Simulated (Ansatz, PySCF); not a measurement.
C4H9NS, SMILES C/N=C(\C)SC. Atoms are numbered in the order given.

```xyz
15

C     -2.1826    -0.8177    -0.8881
N     -0.7746    -0.7080    -0.5713
C     -0.3635     0.2839     0.1087
C     -1.2068     1.4149     0.6513
S      1.3587     0.4444     0.5128
C      2.0246    -1.0444    -0.2798
H     -2.5503     0.0426    -1.4798
H     -2.3626    -1.7283    -1.4787
H     -2.8156    -0.8766     0.0183
H     -0.6069     2.1488     1.2063
H     -1.9856     1.0188     1.3235
H     -1.7207     1.9347    -0.1740
H      1.5561    -1.9416     0.1460
H      3.1065    -1.0457    -0.0882
H      1.8239    -1.0205    -1.3591
```

Coordinates come from a B3LYP-D3(BJ)/def2-SVP optimisation. The structure was generated by enumeration; whether it is a known compound was not checked.

Two levels are set side by side: PBE-D3(BJ)/def2-SVP (Ansatz, a program for electronic structure) and B3LYP-D3(BJ)/def2-SVP (Ansatz). Each level has its own optimised geometry; the coordinates shown are those of the second. Frequencies come from the Hessian of PySCF at each geometry. Differences are taken from unrounded values.

| quantity | B3LYP-D3(BJ) | PBE-D3(BJ) | PBE-D3(BJ) minus B3LYP-D3(BJ) |
|---|---|---|---|
| mean bond length (Å) | 1.267 | 1.273 | 0.006 |
| bond C1–N2 (Å) | 1.447 | 1.448 | 0.000 |
| bond N2–C3 (Å) | 1.271 | 1.282 | 0.011 |
| bond C3–C4 (Å) | 1.512 | 1.512 | 0.000 |
| bond C3–S5 (Å) | 1.776 | 1.778 | 0.001 |
| bond S5–C6 (Å) | 1.813 | 1.813 | -0.001 |
| bond C1–H7 (Å) | 1.107 | 1.116 | 0.009 |
| bond C1–H8 (Å) | 1.100 | 1.108 | 0.008 |
| bond C1–H9 (Å) | 1.107 | 1.116 | 0.009 |
| bond C4–H10 (Å) | 1.098 | 1.106 | 0.008 |
| bond C4–H11 (Å) | 1.102 | 1.110 | 0.008 |
| bond C4–H12 (Å) | 1.102 | 1.110 | 0.008 |
| bond C6–H13 (Å) | 1.098 | 1.106 | 0.008 |
| bond C6–H14 (Å) | 1.099 | 1.106 | 0.008 |
| bond C6–H15 (Å) | 1.098 | 1.106 | 0.008 |
| highest harmonic wavenumber (cm⁻¹) | 3164 | 3109 | -55 |
| mean harmonic wavenumber (cm⁻¹) | 1402 | 1363 | -39 |
| zero-point energy (kcal/mol) | 78.19 | 75.99 | -2.20 |

GGA bonds tend to be longer and softer than those of functionals with exact exchange. Differences between two approximate levels are no errors against the true value.
